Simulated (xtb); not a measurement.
Input for xtb: GFN-FF on C2H9NO (a complex), monomers drawn apart or pushed together.

```
$ xtb mol.xyz --gfnff --sp --chrg 0 --uhf 0
13

N      0.02759467    -0.06639795     0.46094926
H     -0.92041944    -0.34525065     0.23491885
H      0.27489289     0.70251511    -0.15196981
H      0.63870079    -0.84437725     0.23990681
C     -0.11319058    -1.25432890     4.02940276
C     -0.49532758     0.20976342     3.85282376
O      0.38872796     0.90984264     2.99944664
H     -0.78531054    -1.75239930     4.73356411
H      0.90775951    -1.33681312     4.40625807
H     -0.16698487    -1.78747624     3.07689267
H     -1.53095964     0.28064017     3.48970897
H     -0.46179209     0.72069171     4.81797244
H      0.28230876     0.55982875     2.09353423
```

Output:

```
[...]
           -------------------------------------------------
          |                Calculation Setup                |
           -------------------------------------------------



molecular fragmentation (1/2 indicates fragments):
1111222222222
# atoms in fragment 1/2:     4     9
 fragment masses (1/2) :       17.03       46.07
CMA distance (Bohr)    :   6.038
constraining FC (au)   :  0.0500

          ==================== Thresholds ====================
          CN  :   150.00000
          rep :   500.00000
          disp:  2500.00000
          HB1 :   250.00000
          HB2 :   450.00000

          Pauling EN used:
          Z : 1  EN :  2.20
          Z : 6  EN :  2.55
          Z : 7  EN :  3.04
          Z : 8  EN :  3.44
          electric field strengths (au): 0.000

           -------------------------------------------------
          |           Force Field Initialization            |
           -------------------------------------------------

          distances ...
          ----------------------------------------
          generating topology and atomic info file ...
          pair mat ...
          computing topology distances matrix with Floyd-Warshall algo ...
          making topology EEQ charges ...
          #fragments for EEQ constrain: 2
          ----------------------------------------
          generating topology and atomic info file ...
          pair mat ...
          computing topology distances matrix with Floyd-Warshall algo ...
          making topology EEQ charges ...
          rings ...
          # BATM   30
          # H in HB   4

  atom   neighbors  erfCN metchar sp-hybrid imet pi  qest     coordinates
    1  N       3    2.79   0.00         3    0    0  -0.424    0.052146   -0.125474    0.871068
    2  H       1    0.98   0.00         0    0    0   0.141   -1.739341   -0.652429    0.443932
    3  H       1    0.98   0.00         0    0    0   0.141    0.519472    1.327561   -0.287181
    4  H       1    0.98   0.00         0    0    0   0.141    1.206970   -1.595642    0.453358
    5  C       4    3.48   0.00         3    0    0  -0.060   -0.213899   -2.370338    7.614468
    6  C       4    3.48   0.00         3    0    0   0.069   -0.936033    0.396395    7.280782
    7  O       2    1.91   0.00         3    0    0  -0.442    0.734589    1.719353    5.668133
    8  H       1    0.97   0.00         0    0    0   0.045   -1.484022   -3.311555    8.945140
    9  H       1    0.97   0.00         0    0    0   0.045    1.715417   -2.526211    8.326621
   10  H       1    0.97   0.00         0    0    0   0.045   -0.315556   -3.377841    5.814484
   11  H       1    0.97   0.01         0    0    0   0.038   -2.893094    0.530333    6.594594
   12  H       1    0.97   0.00         0    0    0   0.038   -0.872661    1.361910    9.104648
   13  H       1    0.97   0.01         0    0    0   0.223    0.533486    1.057923    3.956206

          #atoms :   13
          #bonds :   11
          #angl  :   16
          #tors  :   13
          #nmol  :   2
          #optfrag :   2
           -------------------------------------------------
          |                   G F N - F F                   |
          |          A general generic force-field          |
          |                  Version 1.0.3                  |
           -------------------------------------------------
          Number of HB bonds (bound hydrogen)     0
          Number of HB bonds (unbound hydrogen)   24
          Number of XB bonds                      0

 E+G (total)                   0 d,  0 h,  0 min,  0.000 sec
 distance/D3 list               ...        0 min,  0.000 sec (  0.808%)
Note: The following floating-point exceptions are signalling: IEEE_UNDERFLOW_FLAG IEEE_DENORMAL
normal termination of xtb
 non bonded repulsion           ...        0 min,  0.000 sec ( 17.879%)
 dCN                            ...        0 min,  0.000 sec ( 17.470%)
 EEQ energy and q               ...        0 min,  0.000 sec ( 10.998%)
 D3                             ...        0 min,  0.000 sec ( 11.336%)
 EEQ gradient                   ...        0 min,  0.000 sec (  6.267%)
 bonds                          ...        0 min,  0.000 sec (  6.160%)
 bend and torsion               ...        0 min,  0.000 sec ( 10.038%)
 bonded ATM                     ...        0 min,  0.000 sec (  3.441%)
 HB/XB (incl list setup)        ...        0 min,  0.000 sec ( 12.383%)

         :::::::::::::::::::::::::::::::::::::::::::::::::::::
         ::                     SUMMARY                     ::
         :::::::::::::::::::::::::::::::::::::::::::::::::::::
         :: total energy              -1.742715957570 Eh    ::
         :: gradient norm              0.036781583114 Eh/a0 ::
         ::.................................................::
         :: bond energy               -1.738920032909 Eh    ::
         :: angle energy               0.001703356027 Eh    ::
         :: torsion energy             0.000109856648 Eh    ::
         :: repulsion energy           0.100944930954 Eh    ::
         :: electrostat energy        -0.093114557143 Eh    ::
         :: dispersion energy         -0.004056664671 Eh    ::
         :: HB energy                 -0.009203494715 Eh    ::
         :: XB energy                  0.000000000000 Eh    ::
         :: bonded atm energy         -0.000179351762 Eh    ::
         :: external energy            0.000000000000 Eh    ::
         :: add. restraining           0.000000000000 Eh    ::
         :: total charge              -0.000000000000 e     ::
         :::::::::::::::::::::::::::::::::::::::::::::::::::::

           -------------------------------------------------
          |                Property Printout                |
           -------------------------------------------------

molecular dipole:
                 x           y           z       tot (Debye)
 q only:       -0.365      -0.687      -0.583       2.471

           -------------------------------------------------
          | TOTAL ENERGY               -1.742715957570 Eh   |
          | GRADIENT NORM               0.036781583114 Eh/α |
           -------------------------------------------------
########################################################################
[WARNING] Runtime exception occurred
-1- gfnff_setup: Could not read topology file.
########################################################################

------------------------------------------------------------------------
------------------------------------------------------------------------
 total:
 SCF:
```

The run finished.

Cost: around 0.05 core-seconds (rough).
